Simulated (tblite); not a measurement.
Species: C₄H₇F₃OSi.
Numbering: `[CH2:1]=[CH:2][C@@H:3]([O:4][CH2:5][F:6])[SiH:7]([F:8])[F:9]` (hydrogens: H10, H11 on C1; H12 on C2; H13 on C3; H14, H15 on C5; H16 on Si7)

Structure optimised with GFN2-xTB, isolated species.

Task: What internal coordinates does the optimisation give?

Result: 
| bond | length (bohr) | order |
| --- | --- | --- |
| C1=C2 | 2.495 | double |
| C2–C3 | 2.831 | single |
| C3–O4 | 2.730 | single |
| O4–C5 | 2.553 | single |
| C5–F6 | 2.622 | single |
| C3–Si7 | 3.626 | single |
| Si7–F8 | 3.016 | single |
| Si7–F9 | 3.026 | single |
| C1–H10 | 2.036 | single |
| C1–H11 | 2.033 | single |
| C2–H12 | 2.041 | single |
| C3–H13 | 2.076 | single |
| C5–H14 | 2.087 | single |
| C5–H15 | 2.070 | single |
| Si7–H16 | 2.716 | single |

Orders are formal, as drawn. A selection of angles:
| angle | degrees |
| --- | --- |
| C2–C1–H10 | 121.9 |
| C2–C1–H11 | 121.6 |
| H10–C1–H11 | 116.5 |
| C1–C2–C3 | 124.2 |
| C1–C2–H12 | 121.8 |
| C3–C2–H12 | 113.9 |
| C2–C3–O4 | 108.2 |
| C2–C3–Si7 | 109.7 |
| C2–C3–H13 | 109.6 |
| O4–C3–Si7 | 110.3 |
| O4–C3–H13 | 108.6 |
| Si7–C3–H13 | 110.4 |
| C3–O4–C5 | 115.4 |
| O4–C5–F6 | 111.8 |
| O4–C5–H14 | 113.7 |
| O4–C5–H15 | 108.1 |
| F6–C5–H14 | 104.9 |
| F6–C5–H15 | 106.5 |
| H14–C5–H15 | 111.5 |
| C3–Si7–F8 | 108.5 |
| C3–Si7–F9 | 106.6 |
| C3–Si7–H16 | 118.8 |
| F8–Si7–F9 | 102.4 |
| F8–Si7–H16 | 109.3 |
| F9–Si7–H16 | 110.0 |

Dihedral angles: C1–C2–C3–O4 148° (anticlinal); C2–C3–O4–C5 -148° (anticlinal); C3–O4–C5–F6 -69° (synclinal); C2–C3–Si7–F8 -41° (synclinal).

The 2 C–C bonds span 1.320 Å (C1=C2, drawn double) to 1.498 Å (C2–C3, drawn single), a spread of 0.178 Å. The C–O distances run from 1.351 Å (O4–C5, drawn single) to 1.445 Å (C3–O4, drawn single), a spread of 0.094 Å. Si7 (fluorine-bound silicon) is distorted tetrahedral (angles from 102.4° to 118.8°). Of the pairs four or more bonds apart, F6···Si7 is among the closest relative to their van der Waals radii: 3.23 Å, 90 % of the sum of Bondi's values.

Point group: C1 (no symmetry element, even within 0.4 Å). Its GFN2-xTB frequencies are all real (lowest 22 cm⁻¹). One conformer, not necessarily the lowest. 3 starts were optimised and ended at 0.00, 0.58 and 0.69 kcal/mol (GFN2-xTB); the lowest of these is shown.

Hardware: one thread, Intel Xeon 6975P-C (x86_64), shared host. Cost: 0.66 s wall. That covers the optimisation of the geometry.

The numbers are calculated, not measured.
